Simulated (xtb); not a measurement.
GaH4N, SMILES [NH2][GaH2]. All values are semi-empirical tight-binding results from xtb (GFN2-xTB unless named), good for trends rather than for accurate numbers. Geometry: GFN2-xTB.

For metal compounds this method's bond lengths and energies can be far off.

- point group as xtb finds it: C2v
- orbital gap: 4.94 eV
- zero-point energy: 21.2 kcal/mol
- G − E(el) at 298.15 K (modified RRHO): 5.3 kcal/mol
